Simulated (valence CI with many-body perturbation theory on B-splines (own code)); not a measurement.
**E1 line list for Tc29+**

Computed by valence CI with perturbative core correlation (CI+MBPT): four valence electrons over a frozen Dirac-Fock core [Ne], radial functions for each j: 11 s, 11 p, 10 d, 8 f, 5 g, 2 h, with the one-electron correlation potential Σ1 (screened to all orders), the two-electron term Σ2, the three-electron term Σ3, Breit, model QED; selected single and double excitations, second order for the rest, scaled by the run's own slope (own B-spline code, finite nucleus).

The last digits are not significant, and no measured levels were compared; by estimate large intervals hold to a few tenths of a per cent, small ones and those within an open d or f shell to about a per cent. Among the levels kept, up to 700 cm⁻¹ of a level comes from second order outside the variational space, and about a tenth of that is noise between levels of different J, which matters for small intervals.

Lines 51 to 100 of 536 in falling wavelength, among levels below 388.95 eV, chosen from the strongest by gf and those to the six lowest levels. Wavelengths and rates use the calculated energies. Electric multipoles are in the length gauge, E1 and E2 with the static RPA response of the core. Weak lines are less certain than strong ones. Lines between different terms over intervals too small for the method are left out, as are lines whose strength nearly cancels. Where a level lies close to another of its J and parity, the split of strength between their lines is uncertain. The highest levels of a list are the least certain.

Names give the largest LS component (configuration and term), which can be under half, so a name can repeat, a term be missing and a line seem to break the LS rules; names also repeat where a configuration has a term twice. Letters in brackets count levels of one name in rising energy.

```tsv
λ vac (Å)	Upper	Lower	A (s⁻¹)	log gf	Branch %
127.0	3s 3p3 3P°_2	3s2 3p2 3P_2	9.99e+08	-1.92	1.4
126.4	3p3 3d 3D°_2 [a]	3p4 3P_1	1.06e+10	-0.90	12.3
126.2	3s 3p2 3d 3G_5	3s2 3p 3d 3F°_4	2.57e+10	-0.17	100.0
126.1	3s 3p2 3d 3F_4 [c]	3s2 3p 3d 1F°_3	4.97e+09	-0.97	3.0
125.6	3s 3p 3d2 3F°_2 [a]	3s 3p2 3d 3D_2 [a]	8.77e+09	-0.98	8.9
125.4	3p3 3d 5D°_4	3s 3p2 3d 5D_4	1.21e+10	-0.59	14.7
124.0	3s2 3p 3d 3D°_1 [a]	3s2 3p2 3P_2	4.37e+08	-2.52	0.2
122.7	3s2 3p 3d 3F°_2 [a]	3s2 3p2 1D_2	3.60e+09	-1.39	82.0
122.1	3s 3p 3d2 3F°_4 [a]	3s 3p2 3d 3D_3 [d]	1.86e+10	-0.43	14.5
122.0	3p3 3d 5D°_1	3s 3p2 3d 3F_2 [a]	1.72e+10	-0.94	17.2
121.8	3s 3p2 3d 1D_2 [a]	3s2 3p 3d 1P°_1	1.10e+10	-0.91	6.5
120.7	3p3 3d 5D°_4	3s 3p2 3d 5F_4	8.99e+09	-0.75	10.8
120.6	3s2 3p 3d 3P°_2 [a]	3s2 3p2 3P_2	1.15e+10	-0.90	13.7
120.2	3p3 3d 1G°_4	3s 3p2 3d 1G_4	9.34e+09	-0.74	10.4
120.0	3s 3p 3d2 5D°_3 [c]	3s 3p2 3d 3P_2 [b]	6.70e+09	-0.99	4.0
119.0	3p3 3d 1G°_4	3s 3p2 3d 3G_3	9.90e+09	-0.72	11.0
118.7	3s 3p2 3d 3F_3	3s 3p3 3P°_2	1.53e+10	-0.65	15.7
118.5	3s 3p 3d2 5G°_5	3s 3p2 3d 1G_4	5.53e+09	-0.89	10.8
118.4	3p3 3d 1F°_3	3s2 3d2 1D_2	7.68e+09	-0.95	4.3
118.3	3p3 3d 3F°_3 [b]	3s 3p2 3d 3D_2 [d]	2.11e+10	-0.51	14.3
118.2	3p3 3d 3F°_3 [b]	3s 3p2 3d 3D_3 [c]	8.04e+09	-0.93	5.5
118.1	3s 3p2 3d 3D_3 [e]	3s2 3p 3d 3P°_2 [b]	7.31e+09	-0.97	4.4
118.0	3s 3p 3d2 3H°_5	3s 3p2 3d 3G_5	4.25e+09	-1.01	4.1
117.4	3s2 3p 3d 3F°_2 [a]	3s2 3p2 3P_1	9.71e+07	-3.00	2.2
116.9	3s 3p2 3d 3G_3	3s2 3p 3d 3F°_2 [b]	1.27e+10	-0.74	18.6
116.7	3s 3p 3d2 5G°_4 [b]	3s 3p2 3d 5D_3	6.27e+09	-0.94	11.0
116.5	3p3 3d 3G°_3	3s 3p2 3d 3F_2 [b]	1.49e+10	-0.67	28.9
116.2	3s2 3p 3d 3D°_1 [b]	3s2 3p2 1S_0	4.34e+09	-1.58	2.2
115.8	3s 3p2 3d 3G_4	3s2 3p 3d 3F°_3	4.78e+10	-0.06	92.7
115.3	3s 3p3 3P°_1	3s2 3p2 1D_2	3.02e+08	-2.74	0.7
115.2	3s 3p3 3D°_1	3s2 3p2 3P_0	2.06e+10	-0.91	84.1
115.0	3s 3p2 3d 3D_2 [c]	3s2 3p 3d 3P°_2 [a]	1.03e+10	-0.99	5.8
114.9	3s 3p2 3d 3D_3 [b]	3s2 3p 3d 3P°_2 [a]	2.35e+10	-0.49	16.6
114.8	3s2 3d2 1D_2	3s2 3p 3d 3D°_3	1.17e+10	-0.94	7.5
114.4	3s 3p 3d2 3F°_4 [a]	3s 3p2 3d 3F_4 [b]	6.75e+09	-0.92	5.3
114.3	3p3 3d 3D°_3	3s 3p2 3d 3D_3 [a]	1.98e+10	-0.57	10.7
114.0	3s 3p 3d2 3H°_4	3s 3p2 3d 3F_3	5.53e+09	-1.01	6.9
113.9	3p3 3d 3F°_3 [a]	3s 3p2 3d 5F_3 [a]	8.55e+09	-0.93	11.6
113.5	3s 3p 3d2 5D°_3 [d]	3s 3p2 3d 3D_2 [d]	7.20e+09	-1.01	3.9
113.5	3s 3p2 3d 3D_2 [b]	3s2 3p 3d 3D°_1 [a]	1.25e+10	-0.92	5.6
113.3	3s 3p2 3d 3F_2 [c]	3s2 3p 3d 3F°_2 [a]	1.64e+10	-0.80	14.4
113.3	3s 3p2 3d 5F_1	3s 3p3 5S°_2	6.39e+08	-2.43	13.3
113.2	3s 3p3 3P°_0	3s2 3p2 3P_1	2.54e+10	-1.31	100.0
113.0	3s 3p 3d2 5D°_3 [c]	3s 3p2 3d 3D_3 [b]	7.39e+09	-1.00	4.4
112.9	3s 3p 3d2 5D°_3 [c]	3s 3p2 3d 3D_2 [c]	1.82e+10	-0.61	10.9
112.8	3s 3p 3d2 5P°_3 [b]	3s 3p2 3d 3P_2 [b]	8.00e+09	-0.97	5.0
112.7	3s 3p 3d2 5G°_4 [a]	3s 3p2 3d 5F_5	9.28e+09	-0.80	15.4
112.4	3p3 3d 3F°_2 [b]	3s 3p2 3d 3D_1 [a]	1.94e+10	-0.74	13.5
112.4	3s 3p2 3d 5F_2 [a]	3s 3p3 5S°_2	1.12e+08	-2.98	1.3
112.1	3s 3p2 3d 3D_2 [c]	3s2 3p 3d 3D°_1 [a]	2.85e+10	-0.57	16.1
```
